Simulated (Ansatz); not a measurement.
Reaction (ligand exchange at a B–N bond): `BN([SiH2][SiH3])[SiH2]Cl` + `O[SiH2]S[SiH3]` → `BO[SiH2]S[SiH3]` + `[SiH3][SiH2]N[SiH2]Cl`

Program: Ansatz. Geometries: PBE0-D4/def2-TZVP. ΔE: electronic, gas phase. CCSD(T)/CBS is the MP2 limit (def2-TZVPP, def2-QZVPP) plus CCSD(T) − MP2 in def2-TZVPP, frozen cores. DFT in def2-TZVPP. B3LYP here is the variant with VWN-RPA as its local correlation; programs differ in this. Each species was taken in one conformer, which may not be the lowest.

```tsv
level	ΔE (kJ/mol)	difference from CCSD(T)/CBS
r2SCAN-D4	-13.2	-1.8
B3LYP-D4	-14.8	-3.4
ωB97M-V	-12.9	-1.5
PBE	-10.4	1.0
MP2/def2-TZVPP	-7.9	3.5
SCS-MP2/def2-TZVPP	-11.1	0.3
CCSD/def2-TZVPP	-12.4	-1.0
CCSD(T)/def2-TZVPP	-10.2	1.2
SCS-MP2/def2-QZVPP	-12.1	-0.7
HF/CBS(def2)	-25.5	-14.1
CCSD(T)/CBS	-11.4	0
```

Largest T1 diagnostic among the species: 0.013.

In def2-TZVPP, CCSD(T) changes the Hartree–Fock value by +14.2 kJ/mol (the triples alone add +2.2 kJ/mol) and MP2 by +16.5 kJ/mol.

CCSD(T)/CBS has its own doubt, a few kJ/mol and more with outer-core shells, so smaller differences from it don't rank the levels.
